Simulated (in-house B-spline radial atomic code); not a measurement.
**RPA and G0W0 on Hartree-Fock: S⁶⁺**

Configuration [He] 2s2 2p6, mean-field start Hartree-Fock. Computed with an all-electron radial atomic-structure program (B-spline basis): all electrons, non-relativistic, point nucleus, each spin shell either full or empty, empty states to l = 9 with an (l + 1/2)⁻⁴ tail; G0W0 by contour deformation at full frequency.

Command:
```bash
python run_gw.py task.json out
```
Settings (radii: box in bohr, nucleus in fm):
```
Z                        16
electrons                10
configuration            [He] 2s2 2p6
hamiltonian              nr
method                   hf
lmax                     9
spin_polarised           False
box_radius               9.29
intervals                47
```

Cost of the run: 0.8 s on 1 thread of Arm Neoverse N1, on a shared host.

Energies (hartree):

```tsv
term	value
mean-field total	-387.56460
Hartree-Fock functional on these orbitals	-387.56460
direct second order	-0.61133
second-order exchange	0.21753
SOSEX correction	0.20673
```

What is the RPA correlation energy, and what remains with SOSEX?

RPA gives -0.56844 hartree (-1.55 eV per electron); RPA + SOSEX gives -0.36171, and the second-order doubles (MP2) -0.3938 hartree. RPA lacks exchange-type terms and so overcorrelates at short range.

Quasi-particle levels (eV):

```
level  occupied  mean field  Σx - vxc     Σc  QP weight      G0W0
   2p       yes     -282.81      0.00      ?          ?         ?
   2s       yes     -345.10      0.00   3.56      0.981   -341.54
   1s       yes    -2609.70      0.00  18.89      0.955  -2590.81
   3s        no      -87.31      0.00  -0.51      0.998    -87.83
```

G0W0 = mean field + (Σx - vxc) + Σc, with Σc (partial-wave tail included) taken at the quasi-particle energy.

Where does G0W0 put 2p?

At -281.48 eV, with Σc = 1.33 eV and a quasi-particle weight of 0.985. The tabulated removal energy is 280.954 ± 0.007 eV (NIST, measured); the calculation leaves out relativity, Breit and QED terms, and what these don't explain is the method's own error.
